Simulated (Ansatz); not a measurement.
The cluster Nb₆⁻. Charge -1, multiplicity 2. Geometry PBE-D4/def2-SVPD.

Cartesian coordinates in Å:
```
Nb -0.9485 0.2972 1.2100
Nb 1.4964 -0.4056 1.5687
Nb -0.8662 -0.5731 -1.5721
Nb -1.2184 1.6613 -0.7856
Nb 1.2076 0.8755 -0.4798
Nb 0.3291 -1.8553 0.0588
```

In the def2 sets Nb takes a core potential; there is no spin–orbit coupling. B3LYP takes the VWN-RPA correlation. At PBE-D4/def2-TZVPD, r2SCAN-D4/def2-TZVPD the highest occupied level of the charge -1 doublet lies above zero (up to 0.21 eV). It is a level of β spin, whose loss leaves a triplet; that state wasn't run at this geometry and level. The electron is either unbound and held by the finite basis, or the level is raised by self-interaction error. At r2SCAN-D4/def2-TZVPD, PBE0-D4/def2-TZVPD, BHLYP-D4/def2-TZVPD the charge -1 doublet is spin-contaminated (final ⟨S²⟩ up to 1.72, 0.75 for a pure state). No other spin state of charge -1 was run. Another isomer (doublet) lies 0.10 eV lower at PBE0-D4/def2-TZVPD; other spin states weren't run for this one.

Problem. Estimate the α-spin orbital energies around the gap (eV) in Ansatz with PBE-D4/def2-TZVPD, r2SCAN-D4/def2-TZVPD, B3LYP-D4/def2-TZVPD, PBE0-D4/def2-TZVPD, BHLYP-D4/def2-TZVPD.

Solution. 
```
orbital  PBE-D4/def2-TZVPD  r2SCAN-D4/def2-TZVPD  B3LYP-D4/def2-TZVPD  PBE0-D4/def2-TZVPD  BHLYP-D4/def2-TZVPD
 HOMO−9              -1.17                 -1.25                -1.67               -1.85                -2.65
 HOMO−8              -1.11                 -1.22                -1.64               -1.81                -2.61
 HOMO−7              -1.03                 -1.15                -1.60               -1.75                -2.50
 HOMO−6              -0.98                 -1.08                -1.54               -1.72                -2.33
 HOMO−5              -0.54                 -0.63                -0.94               -1.07                -1.65
 HOMO−4              -0.39                 -0.46                -0.87               -1.01                -1.62
 HOMO−3              -0.24                 -0.31                -0.72               -0.85                -1.45
 HOMO−2              -0.17                 -0.23                -0.70               -0.80                -1.23
 HOMO−1               0.12                 -0.04                -0.34               -0.41                -0.79
   HOMO               0.13                  0.09                -0.23               -0.40                -0.68
   LUMO               0.60                  0.69                 0.99                1.15                 1.85
 LUMO+1               0.95                  1.02                 1.39                1.51                 2.11
 LUMO+2               1.09                  1.14                 1.58                1.72                 2.30
 LUMO+3               1.09                  1.24                 1.63                1.75                 2.47
 LUMO+4               1.38                  1.46                 1.84                1.94                 2.58
 LUMO+5               1.61                  1.71                 2.15                2.20                 2.79
 β HOMO               0.21                  0.05                -0.25               -0.44                -1.19
 β LUMO               0.52                  0.69                 0.92                1.15                 1.67
```
